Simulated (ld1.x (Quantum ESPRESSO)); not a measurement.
**Pt (Z = 78): variants of one TM potential**

Base potential:

ld1.x (Quantum ESPRESSO) 7.5 input, shortened:

```
&input
   title='Pt', zed=78., rel=1, dft='PZ', iswitch=3,
   config='[Xe] 4f14 5d9 6s0.5 6p0.5'
 /
 &inputp
   pseudotype=2, tm=.true., lloc=-1, rcloc=1.85,
   nlcc=.true., rcore=0.80
 /
3
6S  1  0   0.50   0.00  2.15  2.15  0.0
6P  2  1   0.50   0.00  3.65  3.65  0.0
5D  3  2   9.00   0.00  1.25  1.25  0.0
 &test
   configts(1)='5d9 6s0.5 6p0.5'
 /
```

All-electron outer shells of the reference configuration (LDA (PZ), scalar-relativistic, ld1.x):

| shell | level (eV) | outermost node (bohr) | outermost maximum (bohr) |
| --- | --- | --- | --- |
| 4f | -71.56 | – | 0.38 |
| 5p | -57.36 | 0.53 | 0.98 |
| 5d | -7.40 | 0.57 | 1.26 |
| 6s | -6.76 | 1.14 | 2.35 |
| 6p | -1.57 | 1.36 | 3.47 |

Cutoffs, loose and tight: the cutoffs (Ry, on a coarse ladder) from which the occupation-weighted sum of valence levels, in a spherical-Bessel basis at the reference potential, stays within 10 and 1 mRy of its value at 400 Ry. They do not see the model core or the augmentation charge, which bear on the density cutoff. Test errors are all-electron minus pseudo excitation energies from the reference, over the configurations 5d9 6s1 6p0; 5d9 6s0 6p0; 5d8 6s0 6p0; 5d8 6s2 6p0; 5d8 6s1 6p0; 5d8 6s1 6p1; 5d6 6s0 6p0 (two spin-polarised tests are not counted in the largest error). A dash means not determined; rows that change the core or the reference have their own tests. The largest error is taken over the tests solved by every variant that gives reliable tests at all: 5d8 6s0 6p0; 5d8 6s2 6p0; 5d9 6s0 6p0.

A true bound ghost makes a file unfit for plane-wave use even where its test errors are small: the radial tests pick states by their node count and pass the ghost by.

Cutoffs are not given where the Bessel-basis levels miss the radial ones by over 6 mRy, ghosts where they miss by over 20 mRy; a channel whose overlap is not positive is not tested.

```tsv
change	outcome	cutoff, loose	cutoff, tight	bound ghosts	largest test error (meV)
base	generated	40 Ry	70 Ry	s	-53
wave 5d (bound): rc 1.25 bohr becomes 5d (bound): rc 0.82 bohr	generated	–	–	s	-52
wave 5d (bound): rc 1.25 bohr becomes 5d (bound): rc 0.92 bohr	generated	over 300 Ry	over 300 Ry	s	-51
wave 5d (bound): rc 1.25 bohr becomes 5d (bound): rc 1.12 bohr	generated	100 Ry	180 Ry	s	-52
wave 5d (bound): rc 1.25 bohr becomes 5d (bound): rc 1.20 bohr	generated	40 Ry	70 Ry	s	-53
wave 5d (bound): rc 1.25 bohr becomes 5d (bound): rc 1.48 bohr	generated	40 Ry	70 Ry	s	-53
wave 5d (bound): rc 1.25 bohr becomes 5d (bound): rc 1.62 bohr	generated	40 Ry	60 Ry	s	-54
wave 5d (bound): rc 1.25 bohr becomes 5d (bound): rc 1.70 bohr	generated	40 Ry	50 Ry	s	-54
wave 5d (bound): rc 1.25 bohr becomes 5d (bound): rc 1.90 bohr	generated	40 Ry	50 Ry	s	-54
```

Task: What comes out with this change to the base: wave 5d (bound): rc 1.25 bohr becomes 5d (bound): rc 1.34 bohr?

Result: outcome: generated; cutoff, loose: 45 Ry; cutoff, tight: 80 Ry; bound ghosts: s; largest test error (meV): -53.

Reading the sweep of the d radius (base included, trends over the rows without a ghost): Bound ghosts are found at 0.82, 0.92, 1.12, 1.2, 1.25, 1.34, 1.48, 1.62, 1.7, 1.9 bohr. Every judged row has one, so this setting neither creates nor removes them.
